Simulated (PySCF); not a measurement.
From one molecule to another.

First species: C6H7F.
Numbering: `[CH:1]#[C:2]/[C:3](=[CH:4]\[F:5])[CH2:6][CH3:7]` (hydrogens: H8 on C1; H9 on C4; H10, H11 on C6; H12, H13, H14 on C7)

Second species: C6H7F.
Geometry (GFN2-xTB, Å), atoms numbered from 1 in this order:
```xyz
14
C6H7F angstrom
C      2.407    0.682    0.022
C      1.203    0.511   -0.497
C      0.204   -0.441    0.018
F      0.641   -1.175    1.098
C     -0.742   -1.174   -0.928
C     -1.239   -0.133   -0.026
C     -2.231    0.571    0.453
H      2.739    0.113    0.874
H      3.099    1.397   -0.387
H      0.864    1.081   -1.350
H     -0.971   -2.202   -0.687
H     -0.657   -0.977   -1.987
H     -2.081    1.299    1.233
H     -3.238    0.447    0.087
```

Levels: PBE0/def2-SVPD for dipole moment, HOMO energy, LUMO energy, HOMO–LUMO gap, static isotropic polarisability and electronic spatial extent ⟨r²⟩ about the centre of nuclear charge; TDDFT PBE0/def2-SVPD for lowest singlet excitation; TDA PBE0/def2-SVPD for lowest triplet excitation (Tamm–Dancoff); GFN2-xTB for rotational constant A and rotational constant C. Geometries: GFN2-xTB. Each structure is a single optimised conformer of the isolated species, non-relativistic unless stated. Electronic properties by PySCF.

The conformers computed, where there is a choice (atom-mapped SMILES and torsion angles):
- `[CH:1]#[C:2]/[C:3](=[CH:4]\[F:5])[CH2:6][CH3:7]`: C2–C3–C6–C7 71°
- `[CH2:1]=[CH:2][C@:3]1([F:4])[CH2:5][C:6]1=[CH2:7]`: C1–C2–C3–F4 -1°

```tsv
property	column X	column Y
dipole moment	1.83 D	1.83 D
HOMO energy	-6.97 eV	-7.28 eV
LUMO energy	-0.78 eV	-0.59 eV
HOMO–LUMO gap	6.19 eV	6.69 eV
lowest singlet excitation	5.61 eV	5.38 eV
lowest triplet excitation (Tamm–Dancoff)	3.45 eV	4.26 eV
static isotropic polarisability	72.9 au	73.9 au
electronic spatial extent ⟨r²⟩ about the centre of nuclear charge	851 bohr²	763 bohr²
rotational constant A	3.272 GHz	4.601 GHz
rotational constant C	1.400 GHz	1.801 GHz
```

(1) Which column belongs to which species?

(2) How does each property change from the first species to the second?

## Answers

(1) Column X is the first species and column Y the second. The first has 14 atoms and 52 electrons, the second 14 and 52.

(2) dipole moment 0.00 D; HOMO energy -0.31 eV; LUMO energy +0.19 eV; HOMO–LUMO gap +0.50 eV; lowest singlet excitation -0.23 eV; lowest triplet excitation (Tamm–Dancoff) +0.81 eV; static isotropic polarisability +1.0 au; electronic spatial extent ⟨r²⟩ about the centre of nuclear charge -88 bohr²; rotational constant A +1.329 GHz; rotational constant C +0.401 GHz.

On the first: The dipole matches unit charges of opposite sign 0.38 Å apart (1 e·Å = 4.8032 D). In wavenumbers S1 is 45200 cm⁻¹ (1 eV = 8065.54 cm⁻¹).

On the second: A dipole of 1.83 D is allowed in C1, and pure rotational transitions are dipole-allowed. The 6 singlets span 5.38 to 7.14 eV, and their oscillator strengths add up to 0.85.
